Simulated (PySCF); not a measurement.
Spinor energies of Tm⁶²⁺ (thulium, charge +62)

Start: [He] 2s2 2p3; 2p1/2 filled at m_j = -1/2, +1/2; 2p3/2 filled at m_j = +3/2. Calculated with PySCF 2.14 in an uncontracted even-tempered set (17 s from 45 bohr⁻², ratio 2.4; 13 p from 59 bohr⁻², ratio 2.4; 5 d from 200 bohr⁻², ratio 2.6; 4 f from 290 bohr⁻², ratio 2.6): generalised Hartree-Fock with the X2C-1e Hamiltonian and a Gaussian nucleus; one run each with spin-orbit coupling (SO) switched off, then screened by Boettger's factors.

| spinor shell | electrons | ε, spin-free (eV) | ε, screened SO (eV) | weight of nominal j (screened SO) | rms radius, screened SO (bohr) |
| --- | --- | --- | --- | --- | --- |
| 1s1/2 | 2 | -65942.3 | -65898.5 | 1.000 | 0.0226 |
| 2s1/2 | 2 | -15659.8 | -15646.7 | 1.000 | 0.0888 |
| 2p1/2 | 2 | -14669.3 | -15357.5 | 1.000 | 0.0751 |
| 2p3/2 | 1 | -14669.3 | -14314.1 | 1.000 | 0.0813 |

```tsv
quantity	spin-free	screened SO
E (hartree)	-7934.40020	-7975.42402
M_J	3/2	3/2
⟨J²⟩	3.750	3.750
⟨L²⟩	0.000	2.585
⟨S²⟩	3.750	1.467
```

Each row is a mean over spinors that exchange with the open shell spreads, by up to 62.805 eV (2s1/2).

Breit and QED terms are absent; they matter most for the inner s and p1/2 levels.

Densities and radii are taken from the X2C orbitals without a picture-change correction, which distorts them close to the nucleus.

Without spin-orbit coupling the j labels of p, d and f shells carry no meaning; the spin-free column gives the mean over the occupied spinors of each nl shell.
